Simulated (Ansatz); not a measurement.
Relaxation of CoF₂ with UKS PBE-D4/def2-TZVP.

```sh
$ ansatz run in.yaml --threads 4 --pin off --events-out ev --progress --plain --max-ram 3916MiB
```

```yaml
crystal:
  periodic: [false, false, false]
  atoms:
    - {symbol: Co, position_ang: [0.000010, 0.000190, 0.000020]}
    - {symbol: F, position_ang: [0.222570, -0.577920, 1.461760]}
    - {symbol: F, position_ang: [-0.222580, 0.577730, -1.461780]}
basis:
  gaussian: {orbitals: def2-TZVP}
magnetization: {spin_polarized: true, initial_magnetization: 1}
hamiltonian: {xc: pbe, dispersion: d4}
scf: {omitted_lower_state_checks: [starts]}
output: {orbitals: {seedname: orbitals}}
relax: {f_tol: 0.02, max_steps: 100}
```

It took 47 s on 4 threads of Arm Neoverse V2 on a shared host.

Positions (Å) and forces (eV/Å) at steps 1, 2, 3, 4, 5 of 5:

```xyz
3
step=1 energy=-43052.5438 eV
Co    0.000    0.000    0.000    0.001   -0.002    0.007
F     0.223   -0.578    1.462    0.677   -1.758    4.446
F    -0.223    0.578   -1.462   -0.678    1.760   -4.453
3
step=2 energy=-43052.9238 eV
Co    0.000    0.000    0.000    0.000   -0.001    0.003
F     0.230   -0.598    1.511    0.334   -0.867    2.193
F    -0.230    0.597   -1.511   -0.334    0.868   -2.196
3
step=3 energy=-43053.0386 eV
Co    0.000    0.000    0.000    0.000   -0.001    0.002
F     0.235   -0.609    1.540    0.179   -0.465    1.177
F    -0.235    0.609   -1.541   -0.179    0.466   -1.179
3
step=4 energy=-43053.0930 eV
Co    0.000    0.000    0.000    0.000    0.000    0.000
F     0.240   -0.623    1.576    0.023   -0.058    0.148
F    -0.240    0.623   -1.576   -0.023    0.059   -0.148
3
step=5 energy=-43053.0940 eV
Co    0.000    0.000    0.000    0.000    0.000    0.000
F     0.241   -0.625    1.582    0.000    0.001   -0.002
F    -0.241    0.625   -1.582    0.000   -0.001    0.002
```

The charge 0 doublet is spin-contaminated (final ⟨S²⟩ up to 1.75, 0.75 for a pure state). At PBE-D4/def2-TZVP a quartet of charge 0 lies 0.70 eV below the doublet, each at its own geometry. The structure comes from a short search, and lower isomers may exist.
